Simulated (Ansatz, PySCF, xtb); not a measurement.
Bonds broken one at a time in the series Si Br-H. Gas-phase values, no solvent. Strings in code marks are SMILES.

Quantity: homolytic bond dissociation enthalpy at 298 K (no spin–orbit term), in eV. Thermal and zero-point terms are GFN2-xTB rigid-rotor harmonic values (xtb).

Level 1: frozen-core CCSD(T)/cc-pVTZ // B3LYP-D3(BJ)/def2-TZVP (Ansatz, a first-principles code)
Level 2: B3LYP/6-311+G** (LANL2DZ on Br) // B3LYP-D3(BJ)/def2-TZVP (PySCF)
Level 3: BP86/6-31G* // B3LYP-D3(BJ)/def2-TZVP (PySCF)
Level 4: HF/STO-3G // B3LYP-D3(BJ)/def2-TZVP (PySCF)

```tsv
species	level 2	level 3	level 4
Br–Si bond of `Br[SiH](Br)Br`, giving `Br[SiH]Br` and `[Br]`	3.22	3.75	3.37
Br–Si bond of `Br[SiH2]Br`, giving `[Br]` and `[SiH2]Br`	3.38	3.88	3.59
```

Problem. What does level 1 give for each?

Solution. 
- Br–Si bond of `Br[SiH](Br)Br`, giving `Br[SiH]Br` and `[Br]`: 3.95
- Br–Si bond of `Br[SiH2]Br`, giving `[Br]` and `[SiH2]Br`: 4.01
